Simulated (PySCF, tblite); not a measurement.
Isomers of C7H11P, one GFN2-xTB conformer each. Single-point energies are computed at PBE0/pcSseg-1 (PySCF, gas phase, no added dispersion term), electronic only.

Question: Rank them by PBE0/pcSseg-1 energy, lowest first (kJ/mol).
A. `[CH2:1]=[CH:2][P:3]1[CH2:4][CH:5]=[C:6]([CH3:7])[CH2:8]1` with C1–C2–P3–C4 -135°, C2–P3–C4–C5 -78°, P3–C4–C5–C6 -14°, C5–C6–C8–P3 14°, C2–P3–C8–C6 78°
B. `[CH2:1]=[CH:2][CH2:3][P:4]1[CH2:5][CH:6]=[CH:7][CH2:8]1` with C1–C2–C3–P4 -110°, C2–C3–P4–C5 166°, C3–P4–C5–C6 -81°, P4–C5–C6–C7 -13°, C6–C7–C8–P4 13°, C3–P4–C8–C7 80°

Answer: A (0.0), B (11.6).

GFN2-xTB itself gives, in the same order: 0.0, 9.5. Both levels put the same isomer lowest.

Which frontier levels, dipoles and rotational constants go with these structures?

| SMILES | HOMO (eV, PBE0/pcSseg-1) | LUMO (eV) | dipole (D) | A, B, C (MHz) |
| --- | --- | --- | --- | --- |
| C=CP1CC=C(C)C1 | -6.73 | -0.10 | 1.42 | 3005, 1188, 1082 |
| C=CCP1CC=CC1 | -6.69 | 0.15 | 1.12 | 3008, 1257, 1105 |

What happens when harmonic zero-point energies from GFN2-xTB frequencies are added?

```tsv
SMILES	ZPE (kJ/mol)	electronic (kJ/mol)	with ZPE (kJ/mol)
C=CP1CC=C(C)C1	408.8	0.0	0.0
C=CCP1CC=CC1	409.8	11.6	12.6
```

The zero-point energies span 1.0 kJ/mol. The order is unchanged.

As an exercise, what shares would exp(−E/RT) give at 2000 K from these electronic energies alone (no entropy, no degeneracies)?

RT = 16.629 kJ/mol: C=CP1CC=C(C)C1 66.7 %, C=CCP1CC=CC1 33.3 %.
